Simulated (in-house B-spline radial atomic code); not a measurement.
The outermost shell (largest non-relativistic mean radius) with and without relativity; Dirac values are averaged over j. Computed with an all-electron radial atomic-structure program (B-spline basis): non-relativistic Hartree-Fock and Dirac-Hartree-Fock, averages of the configuration (point nuclei without relativity, finite nuclei with it).

```
ion      configuration  outermost shell  radius non-relativistic (bohr)  radius Dirac (bohr)  radius change (%)  level non-relativistic (eV)  level Dirac (eV)  spin-orbit splitting (eV)
 Br  [Ar] 3d10 4s2 4p5               4p                          2.1116               2.1042           -0.35136                      -12.438           -12.413                    0.56128
 Kr  [Ar] 3d10 4s2 4p6               4p                          1.9516                1.944           -0.39106                      -14.264           -14.243                    0.73927
 Rb           [Kr] 5s1                ?                               ?                    ?                  ?                            ?                 ?                          ?
 Sr           [Kr] 5s2                ?                               ?                    ?                  ?                            ?                 ?                          ?
 Zr       [Kr] 4d2 5s2                ?                               ?                    ?                  ?                            ?                 ?                          ?
 Nb       [Kr] 4d4 5s1               5s                          4.2068               4.0509            -3.7068                       -5.306           -5.5929                          -
 Mo       [Kr] 4d5 5s1               5s                          4.0787               3.9149            -4.0159                       -5.454           -5.7701                          -
 Tc       [Kr] 4d5 5s2               5s                          3.6498               3.5308            -3.2606                       -6.394           -6.6786                          -
 Ru       [Kr] 4d7 5s1               5s                          3.8772               3.6971            -4.6439                       -5.698           -6.0737                          -
 Rh       [Kr] 4d8 5s1               5s                          3.7952               3.6068            -4.9635                       -5.803           -6.2079                          -
 Pd          [Kr] 4d10               4d                          1.5331               1.5504             1.1312                       -9.143            -8.928                     0.5648
 Ag      [Kr] 4d10 5s1               5s                          3.6565               3.4512            -5.6152                       -5.986           -6.4533                          -
```

Fill in the row of Rb.

outermost shell: 5s; radius non-relativistic (bohr): 5.6319; radius Dirac (bohr): 5.545; radius change (%): -1.5427; level non-relativistic (eV): -3.752; level Dirac (eV): -3.8108.

Fill in the row of Sr.

outermost shell: 5s; radius non-relativistic (bohr): 4.633; radius Dirac (bohr): 4.564; radius change (%): -1.4887; level non-relativistic (eV): -4.856; level Dirac (eV): -4.9324.

Fill in the row of Zr.

outermost shell: 5s; radius non-relativistic (bohr): 4.0777; radius Dirac (bohr): 3.9791; radius change (%): -2.4201; level non-relativistic (eV): -5.676; level Dirac (eV): -5.859.

Which member changes most?

Silver (Ag): its 5s shell contracts by 5.6 %.
